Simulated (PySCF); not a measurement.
Gas-phase reaction: 2 ZrCl3OH + 4 ClO = 2 ZrO2 + 5 Cl2 + H2O2

Computed with PySCF (xtb for GFN2) and rigid-rotor harmonic-oscillator thermochemistry at 1 bar. S°(298 K) at PBE0/def2-TZVP differs from the NASA 1993 table for ZrO2 (-6 J/mol/K), H2O2 (-8 J/mol/K); whether the harmonic model or the table's entry is off was not settled. † marks an energy on the PBE0/def2-TZVP geometry and frequencies; other levels use their own. Open shells (unrestricted): ClO (multiplicity 2, electronic degeneracy 4); the rest are closed-shell singlets. GFN2 has no spin-polarisation term. Spin-orbit splitting is ignored; it lowers the true energy and changes the entropy of ClO. Zr: scalar-relativistic def2 core potential, no spin-orbit coupling. No R ln 2 is added for the mirror-image form of H2O2. ZrCl3OH: computed as isolated molecules; such fragments, hydroxides, amides, oligomers or adducts are transient or little studied in the gas. The harmonic model lacks anharmonicity and excited electronic states, which grow with temperature; levels with a mode under 35 cm⁻¹ are left out. Internal rotation in H2O2 is treated as a harmonic vibration of one conformer, which makes the entropy rough. Soft modes under 120 cm⁻¹ make the harmonic entropy rough for ZrCl3OH. Warning, point group unlike the PBE0 one: H2O2 (GFN2-xTB).

```tsv
level	ΔE electronic, kJ	ΔH°(298 K), kJ	ΔS°(298 K), J/K	ΔG°(800 K), kJ
BLYP/def2-TZVP†	869	872	203	723
GFN2-xTB	1024	1023	193	879
M06-2X/def2-TZVP†	959	962	203	813
PBE/def2-SVP	924	924	210	768
PBE0/def2-QZVP†	955	958	203	808
PBE0/def2-SVP†	1025	1028	203	879
```
ΔH° is lowest at BLYP/def2-TZVP† and highest at PBE0/def2-SVP†. No reference value is set beside these.
